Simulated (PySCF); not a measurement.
**How methods differ on the ionisation energy of Cr**

Cr [Ar] 3d5 4s1 (7S) → Cr⁺ [Ar] 3d5 (6S), as a difference of total energies. Calculation: PySCF 2.14, in jorge-DZP-DKH (8s6p2d1f, 43 functions); the spin-free X2C one-electron Hamiltonian (Gaussian nucleus). Correlated levels: valence: [Ar] frozen. The calculations carry no spin-orbit coupling.

```csv
method,ionisation energy (eV)
UHF,5.946
r2SCAN,7.066
BP86,7.254
MP2 (valence),6.232
SCS-MP2 (valence),6.041
```

How much does correlation contribute at MP2 (valence)?

6.232 − (5.946) = 0.286 eV, measured against UHF.

Errors of the correlated levels include the incompleteness of this basis and the frozen core.

For comparison: 6.767 eV (measured; NIST Atomic Spectra Database, ionization energies).
